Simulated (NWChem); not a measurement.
System: CH₄AlBr; SMILES [CH3][AlH][Br]

Parts of the log:

```
             Northwest Computational Chemistry Package (NWChem) 7.3.0
             --------------------------------------------------------

                             Geometry "geometry" -> ""
                             -------------------------

 Output coordinates in angstroms (scale by  1.889725989 to convert to a.u.)

  No.       Tag          Charge          X              Y              Z
 ---- ---------------- ---------- -------------- -------------- --------------
    1 Al                  13.0000    -0.68244300     1.03211300     0.01844400
    2 H                    1.0000    -2.25980400     1.14790900     0.07991800
    3 Br                  35.0000     0.14628500    -1.09941000    -0.00660500
    4 C                    6.0000     0.56762900     2.53533600    -0.01384700
    5 H                    1.0000     1.41845300     2.34912300    -0.67905300
    6 H                    1.0000     0.98087400     2.71324000     0.98837100
    7 H                    1.0000     0.07456300     3.46144400    -0.33270200

 Effective nuclear repulsion energy (a.u.)     199.3942259191

                              NWChem Property Module
                              ----------------------

  itol2e modified to match energy
  convergence criterion.

                                 NWChem DFT Module
                                 -----------------

 Summary of "ao basis" -> "ao basis" (spherical)
 ------------------------------------------------------------------------------
       Tag                 Description            Shells   Functions and Types
 ---------------- ------------------------------  ------  ---------------------
 Al                        def2-tzvp                13       37   5s5p2d1f
 H                         def2-tzvp                 4        6   3s1p
 Br                        def2-tzvp                16       48   6s5p4d1f
 C                         def2-tzvp                11       31   5s3p2d1f

  itol2e modified to match energy
  convergence criterion.

            General Information
            -------------------
          SCF calculation type: DFT
          Wavefunction type:  closed shell.
          No. of atoms     :     7
          No. of electrons :    58
           Alpha electrons :    29
            Beta electrons :    29
          Charge           :     0
          Spin multiplicity:     1
          Use of symmetry is: off; symmetry adaption is: off
          Maximum number of iterations: 150
          AO basis - number of functions:   140
                     number of shells:    56
          Convergence on energy requested:  1.00D-07
          Convergence on density requested:  1.00D-05
          Convergence on gradient requested:  5.00D-04

              XC Information
              --------------
                     Hartree-Fock (Exact) Exchange  1.000
                   CAM-Becke88 Exchange Functional  1.000
                      VWN V Correlation Functional  0.190 local
              Lee-Yang-Parr Correlation Functional  0.810

           Range-Separation Parameters
           ---------------------------
           Alpha           :  0.19
           Beta            :  0.46
           Gamma           :  0.33
           Short-Range HF  :     F

             Grid Information
             ----------------
          Grid used for XC integration:  fine
          Radial quadrature: Mura-Knowles
          Angular quadrature: Lebedev.
          Tag              B.-S. Rad. Rad. Pts. Rad. Cut. Ang. Pts.
          ---              ---------- --------- --------- ---------
          Al                  1.25      123          10.0       770
          H                   0.35       60          12.0       590
          Br                  1.15      140          12.0       974
          C                   0.70       70          11.0       590
          Grid pruning is: on
          Number of quadrature shells:   573
          Spatial weights used:  Erf1

      Superposition of Atomic Density Guess
      -------------------------------------

 Sum of atomic energies:       -2853.94438895

[...]

          -----------------------
          Electric field gradient
          -----------------------

 1 a.u. = 0.324123 10**(16) esu/cm**3  ( or statvolts/cm**2 ) = 0.97174 10**(22) v/m**2

 ------------------------------------------------------------
   Atom      X         Y         Z
 ------------------------------------------------------------
    1 Al  -1.28963   1.95041   0.03485
 ------------------------------------------------------------

 Electric field gradient in molecular frame (a.u.)
         XX             YY             ZZ             XY             XZ             YZ
 ------------------------------------------------------------------------------------------
        0.909690       0.365513      -1.275203       0.348836      -0.080650      -0.013820

 Principal components (a.u.) and orientation
 of principal axis w.r.t. absolute frame                      Asymmetry parameter eta
 --------------------------------------------------------------------------------------
       -1.278177       1.082620       0.195557                       0.694006

        0.036741       0.898497      -0.437440
        0.000605       0.437715       0.899113
        0.999325      -0.033299       0.015539

 ------------------------------------------------------------
   Atom      X         Y         Z
 ------------------------------------------------------------
    2 H   -4.27041   2.16923   0.15102
 ------------------------------------------------------------

 Electric field gradient in molecular frame (a.u.)
         XX             YY             ZZ             XY             XZ             YZ
 ------------------------------------------------------------------------------------------
       -0.112410       0.057463       0.054947       0.013101       0.006570      -0.000552

 Principal components (a.u.) and orientation
 of principal axis w.r.t. absolute frame                      Asymmetry parameter eta
 --------------------------------------------------------------------------------------
       -0.113672       0.058468       0.055204                       0.028720

        0.996312       0.075870       0.040080
       -0.076396       0.997008       0.011747
       -0.039069      -0.014766       0.999127

 ------------------------------------------------------------
   Atom      X         Y         Z
 ------------------------------------------------------------
    3 Br   0.27644  -2.07758  -0.01248
 ------------------------------------------------------------

 Electric field gradient in molecular frame (a.u.)
         XX             YY             ZZ             XY             XZ             YZ
 ------------------------------------------------------------------------------------------
        1.331916      -2.005040       0.673125       1.489208      -0.040653      -0.051685

 Principal components (a.u.) and orientation
 of principal axis w.r.t. absolute frame                      Asymmetry parameter eta
 --------------------------------------------------------------------------------------
       -2.573331       1.902442       0.670888                       0.478584

       -0.356194       0.933252       0.046543
        0.934354       0.356285       0.006609
        0.010415      -0.045841       0.998894

 ------------------------------------------------------------
   Atom      X         Y         Z
 ------------------------------------------------------------
    4 C    1.07266   4.79109  -0.02617
 ------------------------------------------------------------

 Electric field gradient in molecular frame (a.u.)
         XX             YY             ZZ             XY             XZ             YZ
 ------------------------------------------------------------------------------------------
        0.026046       0.049830      -0.075877       0.086614      -0.003534       0.005038

 Principal components (a.u.) and orientation
 of principal axis w.r.t. absolute frame                      Asymmetry parameter eta
 --------------------------------------------------------------------------------------
        0.125376      -0.077176      -0.048199                       0.231121

        0.657053       0.154286       0.737887
        0.753809      -0.143991      -0.641123
        0.007333       0.977478      -0.210912

 ------------------------------------------------------------
   Atom      X         Y         Z
 ------------------------------------------------------------
    5 H    2.68049   4.43920  -1.28322
 ------------------------------------------------------------

 Electric field gradient in molecular frame (a.u.)
         XX             YY             ZZ             XY             XZ             YZ
 ------------------------------------------------------------------------------------------
       -0.116356       0.136890      -0.020535       0.063984       0.206333      -0.044684

 Principal components (a.u.) and orientation
 of principal axis w.r.t. absolute frame                      Asymmetry parameter eta
 --------------------------------------------------------------------------------------
       -0.294340       0.153236       0.141104                       0.041216

        0.771743       0.394188       0.499028
       -0.177776       0.887158      -0.425847
       -0.610580       0.239929       0.754736

 ------------------------------------------------------------
   Atom      X         Y         Z
 ------------------------------------------------------------
    6 H    1.85358   5.12728   1.86775
 ------------------------------------------------------------

 Electric field gradient in molecular frame (a.u.)
         XX             YY             ZZ             XY             XZ             YZ
 ------------------------------------------------------------------------------------------
        0.085013       0.136944      -0.221957      -0.020234      -0.148575      -0.063895

[...]
```

Level: CAM-B3LYP/def2-TZVP. Coordinates come from a B3LYP/6-31G* (spherical d) optimisation. NWChem prints the field gradient with the sign opposite to the second derivative of the potential.

Which NWChem input produces such a log?

Several could match; the one computed here: the input that was run:
```
start job
memory heap 200 mb stack 900 mb global 1100 mb
geometry units angstroms noautosym nocenter noautoz
  Al    -0.682443     1.032113     0.018444
  H     -2.259804     1.147909     0.079918
  Br     0.146285    -1.099410    -0.006605
  C      0.567629     2.535336    -0.013847
  H      1.418453     2.349123    -0.679053
  H      0.980874     2.713240     0.988371
  H      0.074563     3.461444    -0.332702
end
basis spherical
  * library def2-tzvp
end
dft
  xc xcamb88 1.00 lyp 0.81 vwn_5 0.19 hfexch 1.00
  cam 0.33 cam_alpha 0.19 cam_beta 0.46
  iterations 150
end
property
  efieldgrad
end
task dft property
```
